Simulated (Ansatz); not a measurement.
`CC(O)N[SiH3]` and `CNC(C)O` differ in one atom or group.

Ansatz, PBE0-D4/def2-TZVP geometries, multiplicity 1. Each molecule was computed in one conformer, which needn't be the lowest.

| property | `CC(O)N[SiH3]` |
| --- | --- |
| size of the dipole moment (PBE/def2-TZVPP) / D | 0.61 |
| LUMO energy (ωB97M-V/def2-TZVPP) / eV | 1.86 |
| HOMO energy (B3LYP/def2-TZVPP) / eV | -6.94 |
| LUMO energy (PBE0/def2-TZVPP) / eV | 0.29 |
| HOMO–LUMO gap (ωB97M-V/def2-TZVPP) / eV | 11.37 |
| HOMO–LUMO gap (PBE/def2-TZVPP) / eV | 5.21 |

(1) Give the same properties after the change, and the shifts. (Best estimate.)

## Answers

(1) Ansatz gave: 
| property | `CNC(C)O` | shift |
| --- | --- | --- |
| size of the dipole moment (PBE/def2-TZVPP) / D | 1.32 | 0.71 |
| LUMO energy (ωB97M-V/def2-TZVPP) / eV | 2.61 | 0.75 |
| HOMO energy (B3LYP/def2-TZVPP) / eV | -6.54 | 0.40 |
| LUMO energy (PBE0/def2-TZVPP) / eV | 1.20 | 0.91 |
| HOMO–LUMO gap (ωB97M-V/def2-TZVPP) / eV | 11.73 | 0.36 |
| HOMO–LUMO gap (PBE/def2-TZVPP) / eV | 5.70 | 0.49 |

With PBE0 the HOMO rises by 0.42 eV and the LUMO rises by 0.91 eV, so the gap widens by about 0.49 eV. PBE moves the HOMO by 0.43 eV and ωB97M-V by 0.39 eV. Dipoles are sizes alone; their direction can turn.

B3LYP here is the variant with VWN-RPA as its local correlation; programs differ in this.
